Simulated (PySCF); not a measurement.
Nickel: a sound run and one with changed settings

Sound run: Ni(2+) [Ar] 3d8, Ni(3+) [Ar] 3d7. Computed with PySCF 2.14 in cc-pVDZ (6s5p3d1f, 43 functions), with the non-relativistic Hamiltonian (point nucleus). In the sound run the correlated levels freeze [Ar]. The sound run starts from symmetry-adapted Hartree-Fock orbitals and uses a fine grid where one is needed.

Changed run: all electrons correlated in a basis built for the valence shell.

```json
{"species": "Ni(2+)", "method": "MP2", "sound run (hartree)": "-1506.24005", "changed run (hartree)": "-1506.45420", "converged": "yes"}
{"species": "Ni(3+)", "method": "MP2", "sound run (hartree)": "-1504.94430", "changed run (hartree)": "-1505.14264", "converged": "yes"}
```

Ionisation energy of Ni(2+):

| method | sound run (eV) | changed run (eV) |
| --- | --- | --- |
| UHF | 33.155 | 33.155 |
| MP2 | 35.259 | 35.689 |
| SCS-MP2 | 35.132 | 35.427 |

A valence basis has no tight correlating functions, so it recovers only part of the core correlation, and not evenly between atom and ion.

For comparison, NIST gives 35.187 ± 0.019 eV between the lowest levels.
